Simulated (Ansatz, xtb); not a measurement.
Two isomers of C3H9BNP

We compare a, `C=CB(P)NC`, a singlet, with b, `C=C(C)B(N)P`, a singlet. Both are isolated molecules in the gas phase, relaxed with PBE0-D3(BJ)/def2-SVP; each stands in its lowest conformer found.

a (Å):

```xyz
15

C     1.3134    0.1062    3.8278
C     0.9238   -0.6916    2.8245
C     0.1872   -1.1932   -1.0054
B     0.8047   -0.2992    1.3145
N     0.3520   -1.2786    0.4222
P     1.4062    1.4076    0.6031
H     1.5814    1.1548    3.6591
H     1.3832   -0.2463    4.8624
H     0.6726   -1.7297    3.0936
H     1.1494    2.2044    1.7552
H     0.1898    1.7697   -0.0504
H     0.0772   -2.1740    0.8137
H    -0.8705   -1.0776   -1.3023
H     0.7420   -0.3299   -1.4002
H     0.5797   -2.0925   -1.5067
```

b (Å):

```xyz
15

C     1.1770   -0.1782    0.0138
C    -0.0440   -0.7281    0.1191
C    -0.9565   -0.8079   -1.0749
B    -0.5311   -1.3276    1.4902
N    -1.6670   -2.1411    1.5273
P     0.5030   -1.0419    3.1119
H     1.8598   -0.1254    0.8685
H     1.5526    0.2304   -0.9321
H    -1.9229   -0.3148   -0.8758
H    -0.5151   -0.3391   -1.9672
H    -1.1843   -1.8569   -1.3342
H    -2.1890   -2.3893    0.6956
H    -2.0384   -2.5512    2.3734
H    -0.5438   -1.2862    4.0522
H     0.3598    0.3764    3.1481
```

Estimate which is lower in electronic energy at CCSD(T)/def2-SVP + ΔMP2/def2-TZVPP, and by roughly how much.

The CCSD(T)/def2-SVP + ΔMP2/def2-TZVPP calculation puts structure b lower, by 9.5 kcal/mol.

The same difference at several levels:

| level | geometry | E(b) − E(a) (kcal/mol) | departure from the last row (kcal/mol) | job, with rough time for the two |
| --- | --- | --- | --- | --- |
| GFN2-xTB | GFN2-xTB | −3.5 | +6.0 | optimisation, 0.51 s |
| HF/STO-3G | GFN2-xTB | −4.2 | +5.3 | single point, 0.34 s |
| r2SCAN-D4/def2-SVP | GFN2-xTB | −8.9 | +0.6 | single point, 4.6 s |
| PBE0-D3(BJ)/def2-SVP | PBE0-D3(BJ)/def2-SVP | −8.5 | +1.1 | optimisation, 71 s |
| HF/def2-SVP | PBE0-D3(BJ)/def2-SVP | −7.9 | +1.7 | part of the CCSD(T) run |
| MP2/def2-SVP | PBE0-D3(BJ)/def2-SVP | −9.4 | +0.1 | part of the CCSD(T) run |
| CCSD(T)/def2-SVP | PBE0-D3(BJ)/def2-SVP | −8.3 | +1.2 | single point |
| CCSD(T)/def2-SVP + ΔMP2/def2-TZVPP | PBE0-D3(BJ)/def2-SVP | −9.5 |  | single point, 65 s |

As drawn, b has 1 C–C, 1 N–H in place of 1 C–N, 1 C–H.

None of the levels shown reverses the order. The largest departure from CCSD(T)/def2-SVP + ΔMP2/def2-TZVPP is that of GFN2-xTB, 6.0 kcal/mol. The last row adds to CCSD(T) the change of the MP2 difference between the two basis sets, here −1.2 kcal/mol.

With thermal terms from frequencies at re-optimised GFN2-xTB minima (ideal gas, soft modes damped towards free rotors, one conformer each, 298.15 K, 1 atm): the zero-point term adds +0.1 kcal/mol; ΔH is −9.5 and ΔG −9.1 kcal/mol.

The correlated steps freeze 10 core orbitals. Programs: Ansatz 0.2.0, xtb 6.7.1; the last row on 4 threads of Arm Neoverse V1 on a shared host.
